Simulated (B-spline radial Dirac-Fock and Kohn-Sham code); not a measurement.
# Run log: Se

ΔSCF core binding energies without Breit or QED terms, calculated with a radial atomic solver. Keys: rel is the Hamiltonian (dirac, or spin-free x2c and nr, where L3 and M5 stand for the whole 2p and 3d shells), method is hf or an exchange,correlation pair (spin-unpolarised, also for the hole states), nuc the nuclear model, radius_factor scales its radius, rmax is the box in bohr, h the logarithmic mesh step, order the B-spline order, points the quadrature points per cell, c_factor scales the speed of light, and damp, ndamp, maxit and tol steer the iteration. The run stops when the commutator error falls below 10·tol·max(1, Z/10), or the numerical noise floor, and the energy has settled to about 1e-8 Ha; the virial ratio is −V/T.

Input (task.json):

```json
{"items": [{"Z": 34, "q": 0, "cfg": [[1, 0, 2], [2, 0, 2], [2, 1, 6], [3, 0, 2], [3, 1, 6], [3, 2, 10], [4, 0, 2], [4, 1, 4]], "A": 80, "rrms": 4.14, "do": "settings", "holes": ["K", "L3", "M5"],
  "settings": [{"rel": "dirac", "method": "hf", "nuc": "fermi", "radius_factor": 0.5, "rmax": 45.0, "h": 0.3, "order": 8, "points": 10, "c_factor": 1.0, "maxit": 60, "damp": 0.5, "ndamp": 3, "tol": 1e-08}]}]}
```

Command: `python xray2_run.py task.json out`

Ground-state iterations:

```
iter   energy (Ha)        error
   1    -2428.08746619  1.25e+00
   2    -2428.50215980  9.49e-02
   3    -2428.59853633  2.49e-02
   4    -2428.60118127  1.03e-02
   5    -2428.60148654  1.40e-03
   6    -2428.60151473  7.01e-04
   7    -2428.60152073  1.43e-04
   8    -2428.60152105  1.49e-05
   9    -2428.60152105  7.22e-07
  10    -2428.60152105  1.70e-07
```

The ground state converged in 10 iterations, with total energy -2428.60152 Ha, virial ratio 1.97617 and highest orbital energy -10.52 eV. ΔSCF binding energies: K (1s) 12692.1 eV, M5 (3d5/2) 62.03 eV. Holes are computed only in closed shells, and unreliable hole states are left out.
